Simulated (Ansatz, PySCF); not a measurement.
B(Me)(SiH3)2 (CH9BSi2), SMILES CB([SiH3])[SiH3]. Atoms are numbered in the order given.

```xyz
13

B      0.4419    -0.0897    -0.1431
C      1.9615    -0.1504    -0.5140
H      2.5017    -1.0409    -0.1572
H      2.3750     0.7095     0.0594
H      2.2034     0.0496    -1.5697
Si    -0.2990    -0.9795     1.5157
H     -1.6209    -1.6220     1.2351
H     -0.5343     0.0884     2.5408
H      0.6047    -2.0080     2.1197
Si    -0.8585     0.9681    -1.2752
H     -1.9715     1.5738    -0.4814
H     -1.4713    -0.0036    -2.2390
H     -0.2036     2.0506    -2.0749
```
Charge 0, spin multiplicity 1.

Geometry optimised at ωB97X-D3(BJ)/def2-SVP. The structure was generated by enumeration, and PubChem lists no compound with its InChIKey, so it may never have been made.

Two levels are set side by side: PBE-D3(BJ)/def2-SVP (Ansatz, a first-principles code) and ωB97X-D3(BJ)/def2-SVP (PySCF). Each level has its own optimised geometry; the coordinates shown are those of the second. Frequencies come from the Hessian of PySCF at each geometry. Differences are taken from unrounded values.

```tsv
quantity	ωB97X-D3(BJ)
mean bond length (Å)	1.492
bond B1–C2 (Å)	1.565
bond B1–Si6 (Å)	2.023
bond B1–Si10 (Å)	2.023
bond C2–H3 (Å)	1.101
bond C2–H4 (Å)	1.113
bond C2–H5 (Å)	1.101
bond Si6–H7 (Å)	1.496
bond Si6–H8 (Å)	1.499
bond Si6–H9 (Å)	1.496
bond Si10–H11 (Å)	1.495
bond Si10–H12 (Å)	1.500
bond Si10–H13 (Å)	1.497
highest harmonic wavenumber (cm⁻¹)	3169
mean harmonic wavenumber (cm⁻¹)	1194
zero-point energy (kcal/mol)	56.34
```

What does PBE-D3(BJ) give, and how far is it from ωB97X-D3(BJ)? (The exact figures need the calculation; the answer reports its results.)


```csv
quantity,PBE-D3(BJ),PBE-D3(BJ) minus ωB97X-D3(BJ)
mean bond length (Å),1.502,0.009
bond B1–C2 (Å),1.562,-0.003
bond B1–Si6 (Å),2.028,0.005
bond B1–Si10 (Å),2.027,0.004
bond C2–H3 (Å),1.109,0.008
bond C2–H4 (Å),1.123,0.010
bond C2–H5 (Å),1.109,0.008
bond Si6–H7 (Å),1.509,0.013
bond Si6–H8 (Å),1.513,0.014
bond Si6–H9 (Å),1.510,0.013
bond Si10–H11 (Å),1.508,0.012
bond Si10–H12 (Å),1.514,0.015
bond Si10–H13 (Å),1.510,0.013
highest harmonic wavenumber (cm⁻¹),3068,-101
mean harmonic wavenumber (cm⁻¹),1140,-54
zero-point energy (kcal/mol),53.78,-2.57
```

GGA bonds tend to be longer and softer than those of functionals with exact exchange. Differences between two approximate levels are no errors against the true value.
